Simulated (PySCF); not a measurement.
## Dipole response of Fe (iron, neutral)

[Ar] 3d5 4s2 4p1, high-spin 7P determinant (an excited configuration). All numbers are calculated (PySCF 2.14, no relativity, point nucleus, in aug-cc-pVTZ (8s7p5d3f2g, 93 functions)). Coupled (time-dependent) response in atomic units; α is the mean over directions.

```tsv
method	mean α (bohr³)	α xx, yy, zz	C₆ (like pair)	S(−4)
LC-wPBE	69.47	62.00, 84.41, 62.00	726.1	2153
```

S(−4) is the Cauchy moment in α(ω) = α(0) + S(−4) ω² + …

α(iu) at LC-wPBE:

| u (hartree) | α(iu) (bohr³) |
| --- | --- |
| 0 | 69.47 |
| 0.0500 | 64.59 |
| 0.100 | 53.98 |
| 0.200 | 34.09 |
| 0.300 | 22.04 |
| 0.500 | 11.16 |
| 0.750 | 6.232 |
| 1.00 | 4.129 |
| 1.50 | 2.345 |
| 2.00 | 1.577 |
| 3.00 | 0.8907 |
| 5.00 | 0.4129 |

A single London oscillator, α(iu) = α/(1 + u²/ω²), gives C₆ = (3/4) ω α². Matching the computed C₆ needs ω = 4 × 726.1 / (3 × 69.47²) = 0.201 hartree.

The components differ because the open shell of this determinant is not spherical; for a pure term their mean is the scalar polarisability.
